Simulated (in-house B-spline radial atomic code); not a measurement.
Inner levels of ruthenium as electrons are removed. A shift is the extra binding of the orbital against the neutral atom ([Kr] 4d7 5s1). The density at the nucleus is averaged over the nuclear charge. Computed with a radial B-spline atomic code at the basis-set limit: Dirac-Hartree-Fock, average of the configuration, finite nuclei.

```json
{"ion": "Ru36+", "configuration": "[He] 2s2 2p4", "shift of 1s1/2 (eV)": "2488.59", "radius of 1s1/2 (bohr)": "0.033337", "Σ<r²> (bohr²)": "0.12038", "change of density at nucleus (bohr⁻³)": "-1280.43"}
{"ion": "Ru37+", "configuration": "[He] 2s2 2p3", "shift of 1s1/2 (eV)": "2747.28", "radius of 1s1/2 (bohr)": "0.033307", "Σ<r²> (bohr²)": "0.10072", "change of density at nucleus (bohr⁻³)": "-1035.04"}
{"ion": "Ru38+", "configuration": "[He] 2s2 2p2", "shift of 1s1/2 (eV)": "3010.36", "radius of 1s1/2 (bohr)": "0.033275", "Σ<r²> (bohr²)": "0.081868", "change of density at nucleus (bohr⁻³)": "-785.09"}
{"ion": "Ru39+", "configuration": "[He] 2s2 2p1", "shift of 1s1/2 (eV)": "?", "radius of 1s1/2 (bohr)": "?", "Σ<r²> (bohr²)": "?", "change of density at nucleus (bohr⁻³)": "?"}
{"ion": "Ru40+", "configuration": "[He] 2s2", "shift of 1s1/2 (eV)": "?", "radius of 1s1/2 (bohr)": "?", "Σ<r²> (bohr²)": "?", "change of density at nucleus (bohr⁻³)": "?"}
{"ion": "Ru41+", "configuration": "[He] 2s1", "shift of 1s1/2 (eV)": "3789.18", "radius of 1s1/2 (bohr)": "0.033204", "Σ<r²> (bohr²)": "0.024399", "change of density at nucleus (bohr⁻³)": "-6099.4"}
{"ion": "Ru42+", "configuration": "1s2", "shift of 1s1/2 (eV)": "4031.49", "radius of 1s1/2 (bohr)": "0.033186", "Σ<r²> (bohr²)": "0.0029667", "change of density at nucleus (bohr⁻³)": "-12106.4"}
{"ion": "Ru43+", "configuration": "1s1", "shift of 1s1/2 (eV)": "4805.21", "radius of 1s1/2 (bohr)": "0.032889", "Σ<r²> (bohr²)": "0.0014554", "change of density at nucleus (bohr⁻³)": "-58536.8"}
```

Q: Fill in the row of Ru39+.

A: shift of 1s1/2 (eV): 3277.84; radius of 1s1/2 (bohr): 0.033242; Σ<r²> (bohr²): 0.063782; change of density at nucleus (bohr⁻³): -530.59.

Q: Fill in the row of Ru40+.

A: shift of 1s1/2 (eV): 3549.69; radius of 1s1/2 (bohr): 0.033208; Σ<r²> (bohr²): 0.046425; change of density at nucleus (bohr⁻³): -271.58.
